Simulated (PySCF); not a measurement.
CH5F2NOSi.

```xyz
11

N     -1.9513    -1.1482     0.6897
C     -0.6040    -1.3844     0.1768
Si     0.3573     0.1737    -0.1192
O      0.4529     1.0048     1.2913
F      1.8328    -0.0759    -0.7289
F     -0.3928     1.0950    -1.2199
H     -1.9102    -0.6074     1.5519
H     -2.4915    -0.5918     0.0295
H     -0.6608    -1.9684    -0.7574
H     -0.0496    -2.0297     0.8796
H      0.8091     1.8980     1.2845
```
Charge 0, spin multiplicity 1.

Coordinates come from a PBE0-D3(BJ)/def2-SVP optimisation. This is a generated structure with no PubChem entry under its InChIKey; it may be hypothetical. One conformer was computed; it need not be the lowest.

Method: PBE/pcSseg-1 (PySCF). Non-relativistic, no solvent.

Computed absolute GIAO shielding of each atom: isotropic value and principal components (ppm):
| atom | σ(iso) | σ11 | σ22 | σ33 | span |
|---|---|---|---|---|---|
| N1 | 245.3 | 200.8 | 249.8 | 285.4 | 84.6 |
| C2 | 152.3 | 129.2 | 144.4 | 183.2 | 54.0 |
| Si3 | 381.3 | 343.5 | 379.3 | 421.0 | 77.5 |
| O4 | 277.5 | 243.6 | 271.2 | 317.7 | 74.2 |
| F5 | 302.8 | 246.0 | 278.5 | 383.9 | 137.9 |
| F6 | 312.8 | 258.1 | 286.0 | 394.2 | 136.1 |
| H7 | 31.3 | 24.5 | 29.7 | 39.8 | 15.3 |
| H8 | 31.4 | 24.7 | 29.4 | 40.0 | 15.3 |
| H9 | 28.8 | 24.2 | 28.3 | 34.0 | 9.8 |
| H10 | 28.8 | 24.3 | 28.1 | 34.0 | 9.7 |
| H11 | 29.2 | 21.8 | 23.5 | 42.5 | 20.7 |
